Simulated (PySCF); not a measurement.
Can point charges reproduce the dipole moment of `CC(C)PCCP`?

Coordinates (GFN2-xTB, Å) and charges (e) from the PBE0/pcSseg-1 density (PySCF):

```json
{"atom": "C1", "x": "-2.299", "y": "-1.282", "z": "-0.912", "Mulliken": "-0.2116", "IAO": "-0.4154", "Hirshfeld": "-0.1245", "ESP-fitted": "-0.6127"}
{"atom": "C2", "x": "-1.518", "y": "-0.472", "z": "0.120", "Mulliken": "-0.5693", "IAO": "-0.2645", "Hirshfeld": "-0.0605", "ESP-fitted": "+0.7056"}
{"atom": "C3", "x": "-2.139", "y": "0.907", "z": "0.306", "Mulliken": "-0.2195", "IAO": "-0.4137", "Hirshfeld": "-0.1213", "ESP-fitted": "-0.8505"}
{"atom": "P4", "x": "0.276", "y": "-0.427", "z": "-0.444", "Mulliken": "+0.2258", "IAO": "+0.3360", "Hirshfeld": "+0.1254", "ESP-fitted": "-0.4094"}
{"atom": "C5", "x": "1.105", "y": "0.288", "z": "1.052", "Mulliken": "-0.4381", "IAO": "-0.4317", "Hirshfeld": "-0.1160", "ESP-fitted": "-0.0757"}
{"atom": "C6", "x": "2.492", "y": "0.735", "z": "0.601", "Mulliken": "-0.4332", "IAO": "-0.4259", "Hirshfeld": "-0.1128", "ESP-fitted": "+0.0481"}
{"atom": "P7", "x": "2.950", "y": "-0.306", "z": "-0.866", "Mulliken": "+0.0535", "IAO": "+0.1917", "Hirshfeld": "+0.0676", "ESP-fitted": "-0.2632"}
{"atom": "H8", "x": "-1.888", "y": "-2.286", "z": "-0.999", "Mulliken": "+0.1243", "IAO": "+0.1445", "Hirshfeld": "+0.0354", "ESP-fitted": "+0.1292"}
{"atom": "H9", "x": "-2.237", "y": "-0.804", "z": "-1.889", "Mulliken": "+0.1109", "IAO": "+0.1353", "Hirshfeld": "+0.0368", "ESP-fitted": "+0.1677"}
{"atom": "H10", "x": "-3.348", "y": "-1.358", "z": "-0.631", "Mulliken": "+0.1148", "IAO": "+0.1362", "Hirshfeld": "+0.0390", "ESP-fitted": "+0.1359"}
{"atom": "H11", "x": "-1.529", "y": "-1.009", "z": "1.077", "Mulliken": "+0.1422", "IAO": "+0.1332", "Hirshfeld": "+0.0349", "ESP-fitted": "-0.0482"}
{"atom": "H12", "x": "-2.155", "y": "1.445", "z": "-0.640", "Mulliken": "+0.1131", "IAO": "+0.1366", "Hirshfeld": "+0.0369", "ESP-fitted": "+0.1987"}
{"atom": "H13", "x": "-1.591", "y": "1.502", "z": "1.033", "Mulliken": "+0.1144", "IAO": "+0.1337", "Hirshfeld": "+0.0362", "ESP-fitted": "+0.2258"}
{"atom": "H14", "x": "-3.165", "y": "0.808", "z": "0.658", "Mulliken": "+0.1151", "IAO": "+0.1383", "Hirshfeld": "+0.0391", "ESP-fitted": "+0.1797"}
{"atom": "H15", "x": "0.178", "y": "0.781", "z": "-1.144", "Mulliken": "+0.0598", "IAO": "-0.0409", "Hirshfeld": "-0.0210", "ESP-fitted": "+0.1211"}
{"atom": "H16", "x": "1.189", "y": "-0.523", "z": "1.785", "Mulliken": "+0.1524", "IAO": "+0.1450", "Hirshfeld": "+0.0383", "ESP-fitted": "+0.1078"}
{"atom": "H17", "x": "0.535", "y": "1.099", "z": "1.511", "Mulliken": "+0.1561", "IAO": "+0.1377", "Hirshfeld": "+0.0375", "ESP-fitted": "-0.0113"}
{"atom": "H18", "x": "2.465", "y": "1.776", "z": "0.260", "Mulliken": "+0.1544", "IAO": "+0.1473", "Hirshfeld": "+0.0395", "ESP-fitted": "+0.0914"}
{"atom": "H19", "x": "3.237", "y": "0.660", "z": "1.397", "Mulliken": "+0.1558", "IAO": "+0.1461", "Hirshfeld": "+0.0396", "ESP-fitted": "-0.0080"}
{"atom": "H20", "x": "3.112", "y": "-1.494", "z": "-0.155", "Mulliken": "+0.0543", "IAO": "-0.0258", "Hirshfeld": "-0.0199", "ESP-fitted": "+0.1077"}
{"atom": "H21", "x": "4.323", "y": "-0.021", "z": "-0.811", "Mulliken": "+0.0248", "IAO": "-0.0437", "Hirshfeld": "-0.0302", "ESP-fitted": "+0.0605"}
```

Question: Compute μ = Σ q r for each scheme (1 e·Å = 4.803 D) and compare with the dipole of the full density.

Answer: The full density gives (-0.59, 0.79, 1.74) D, 2.00 D in size; dipole vectors point from the negative to the positive end.

```json
{"scheme": "Mulliken", "μx": "0.18", "μy": "-0.13", "μz": "-1.31", "size (D)": "1.33", "share of the full size (%)": "66", "angle to the full dipole (°)": "160"}
{"scheme": "IAO", "μx": "-0.06", "μy": "-0.79", "μz": "-1.01", "size (D)": "1.29", "share of the full size (%)": "64", "angle to the full dipole (°)": "156"}
{"scheme": "Hirshfeld", "μx": "-0.18", "μy": "-0.19", "μz": "-0.22", "size (D)": "0.34", "share of the full size (%)": "17", "angle to the full dipole (°)": "129"}
{"scheme": "ESP-fitted", "μx": "-0.54", "μy": "0.85", "μz": "1.76", "size (D)": "2.03", "share of the full size (%)": "101", "angle to the full dipole (°)": "2"}
```

Question: Which set comes closest?

Answer: Length of the difference vector: ESP-fitted 0.07 D, Hirshfeld 2.23 D, IAO 3.22 D, Mulliken 3.28 D. Closest: ESP-fitted. 

Question: What is left for the Hirshfeld atoms' own dipoles?

Answer: The shares of the density sum to the whole, so what Σ q r misses lies in dipoles about the nuclei. The atomic dipoles sum to (-0.59, 0.79, 1.74) − (-0.18, -0.19, -0.22) = (-0.41, 0.98, 1.96) D, 2.23 D in size.

Question: With the origin at the mean of the coordinates, (0.000, 0.001, 0.062) Å, which are the largest single terms, by size, of the Mulliken dipole along the direction of the full one?

Answer: C5 -1.37, C3 -1.27, H17 +1.15, H13 +1.05, H14 +0.98 D; all 21 atoms together -1.25 D. The single terms depend on the origin, their sum doesn't.

Question: Give the size of the full dipole in other units.

Answer: 2.00 D = 0.789 au = 0.417 e·Å = 6.69 × 10⁻³⁰ C·m.

The structure is a single GFN2-xTB conformer in the gas phase; no vibrational or solvent corrections.

These values come from a run that also computed NMR shieldings. Hardware: one thread, Arm Neoverse V2 (aarch64), shared host. Cost: 26 s of wall time, 0.93 GiB resident at most.

The values belong to the conformer `[CH3:1][CH:2]([CH3:3])[PH:4][CH2:5][CH2:6][PH2:7]`: C1–C2–P4–C5 -170°, C2–P4–C5–C6 -165°, P4–C5–C6–P7 -26°, H–P7–C6–C5 -70°, H–P7–C6–C5 -163°.
